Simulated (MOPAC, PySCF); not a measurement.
H$_{8}$GeSi$_{2}$, SMILES `[GeH2]([SiH3])[SiH3]`, neutral singlet in the gas phase. 

Z-matrix (Å, degrees):
```
Ge
H 1 1.5424
H 1 1.5424 2 107.80
Si 1 2.3825 2 109.83 3 119.52
H 4 1.4947 1 111.26 2 -58.43
H 4 1.4950 5 108.96 1 120.73
H 4 1.4950 5 108.95 6 118.43
Si 1 2.3826 2 109.77 3 -119.56
H 8 1.4947 1 111.26 2 60.86
H 8 1.4950 9 108.97 1 120.74
H 8 1.4951 9 108.94 10 118.44
```
Charge 0, spin multiplicity 1.

All levels are single points at this geometry (PBE0-D3(BJ)/def2-SVP); Pople sets use spherical d functions. Orbital energies aren't observables, and empty levels follow the basis.

```tsv
level	HOMO (eV)	LUMO (eV)	gap (eV)	dipole (D)	vertical IE, Delta-SCF (eV)
PBE-D3(BJ)/def2-TZVP in PySCF	-6.88	-0.91	5.97	0.04	9.55
PBE0-D3(BJ)/def2-TZVP in PySCF	-7.91	-0.11	7.80	0.03	9.72
ωB97X-D3(BJ)/def2-TZVP in PySCF	-10.15	1.82	11.97	0.01	9.94
B3LYP/3-21G in PySCF	-7.78	0.14	7.92	0.15	–
B3LYP/6-31G* in PySCF	-7.58	0.02	7.61	0.04	9.67
B3LYP/LANL2DZ in PySCF	-7.89	0.17	8.07	0.05	–
BP86/6-31G* in PySCF	-6.86	-0.67	6.19	0.04	–
PBE/6-31G* in PySCF	-6.77	-0.61	6.16	0.05	9.51
HF/3-21G in PySCF	-10.32	3.26	13.58	0.21	–
HF/6-31G* in PySCF	-10.24	3.26	13.50	0.10	9.20
HF/STO-3G in PySCF	-8.05	10.29	18.35	0.05	–
PM6 in MOPAC	-9.56	-0.79	8.77	0.33	–
PM7 in MOPAC	-10.04	-0.78	9.26	0.19	–
```
